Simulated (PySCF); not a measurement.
Acid–base and redox partners of C=C(F)F. All species are isolated molecules in the gas phase. One relaxed conformer stands for each flexible species; it need not be the lowest. Strings in code marks are SMILES.

Quantity: vertical ionisation energy (energy after one electron is removed minus that of the parent at the parent's geometry), in eV.

Case: `C[C+](F)F`. Geometry of `[C+](F)(F)C` (charge +1, multiplicity 1, Å):

```xyz
7

C     -0.6506     0.0257     0.0865
C      0.7763     0.0018    -0.0829
F      1.3752    -0.9559    -0.6301
F      1.5334     0.9250     0.2975
H     -0.9841     0.9354     0.5794
H     -0.9402    -0.8790     0.6446
H     -1.1116    -0.1020    -0.9058
```

Question: What vertical ionisation energy (energy after one electron is removed minus that of the parent at the parent's geometry) does r2SCAN-D4/def2-TZVP (PySCF) give?

Answer: 21.45 eV.
